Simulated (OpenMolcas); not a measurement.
**Ni5+, Pd5+, Pt5+: d5 down the group**

```
Program             : OpenMolcas 26.06
Method              : CASSCF
Basis               : ANO-R3
Scalar Hamiltonian  : X2C, finite nucleus
Spin-orbit coupling : RASSI with atomic mean-field integrals over the reference wave functions, term energies averaged over their components
```

Active space for each ion: 5 electrons in 5 orbitals (d).

Computed levels in cm-1 above 6S 5/2:

```
                               Level   Ni5+   Pd5+   Pt5+
                              4G 7/2  47211  33333  29419
                             4G 11/2  47229  33457  30660
                              4G 9/2  47251  33596  32062
                              4P 1/2  54541  38564  34967
                              4D 7/2  58554  40890  39089
                              4D 1/2  58774  42209  44589
                             2I 11/2  67219  47492  44237
                             2I 13/2  67383  48416  48490
                           2F 7/2(1)  77932  57094  63487
weight of 6S in the lowest level (%)    100     99     86
```

Mixed levels, with the weight of the term that names them: Pd5+ 2F 7/2(1) (58 %), Pt5+ 4G 7/2 (68 %), Pt5+ 4P 1/2 (64 %), Pt5+ 4D 7/2 (68 %), Pt5+ 4D 1/2 (70 %), Pt5+ 2I 11/2 (73 %), Pt5+ 2F 7/2(1) (60 %).

Measured, with the error of the calculation in %. Measured levels: Ni5+ from Corliss and Sugar, J. Phys. Chem. Ref. Data 10, 197 (1981).

| Level | Ni5+ |
| --- | --- |
| 4G 11/2 | 41921 (+12.7) |
| 4P 1/2 | 46325 (+17.7) |
| 4D 7/2 | 50331 (+16.3) |
| 2I 11/2 | 61196 (+9.8) |
| 2I 13/2 | 61280 (+10.0) |
| 2F 7/2(1) | 67085 (+16.2) |

Without spin-orbit coupling 4G lies 47222, 33422, 30387 cm-1 above 6S in that order; the difference to the level 4G 7/2, of either sign, comes from spin-orbit coupling, which also lowers the zero.

Without dynamic correlation excited terms often stand tens of per cent too high (terms of higher spin than the ground term too low), and those without a measured partner can miss by more than the paired ones. Computed and measured levels are paired by configuration, term and J; levels that our copy of the source lacks, or whose pairing is in doubt (as where it misses far off the trend of its configuration), stay unpaired and out of the deviations. Levels of configurations outside the active space are missing.

A number in round brackets counts repeated terms of one configuration in the order of the reference energies.
